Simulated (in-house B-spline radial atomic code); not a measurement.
## Solving the quasi-particle equation for 3d up of Cr⁺

Configuration [Ar] 3d5, highest spin, start HSE06. Computed with a B-spline radial code for spherical atoms: all electrons, scalar-relativistic (spin-free one-electron X2C), finite nucleus, each spin shell either full or empty, empty states to l = 9 with an (l + 1/2)⁻⁴ tail; G0W0 by contour deformation at full frequency.

At the mean-field level ε = -12.241 eV the matrix elements are Σx = -33.435 eV, v_xc = -27.672 eV and Σc(ε) = 0.942 eV, and the slope of the correlation self-energy is dΣc/dω = -0.1518. The quasi-particle energy solves E = ε + Σx − v_xc + Σc(E).

**Question.** What does the linearised equation give?

**Answer.** Z = 1/(1 − dΣc/dω) = 1/1.1518 = 0.8682. The first-order shift is Σx − v_xc + Σc(ε) = -33.435 − (-27.672) + (0.942) = -4.821 eV, so E ≈ ε + Z × shift = -12.241 + 0.8682 × (-4.821) = -16.427 eV.

**Question.** How does that compare with the full solution and with static screening?

**Answer.** Solving the equation at full frequency dependence gives E = -16.354 eV, where Σc = 1.650 eV and the weight is 0.791; the linearised value is off by 72 meV; so low a weight means that a satellite takes much of the strength. Leaving Z out would give -17.062 eV. Static COHSEX puts -2.308 eV in place of Σc and gives -20.312 eV, 3.96 eV deeper. The tabulated removal energy is 16.486 eV (NIST, measured); the run leaves out spin-orbit coupling, Breit and QED terms.
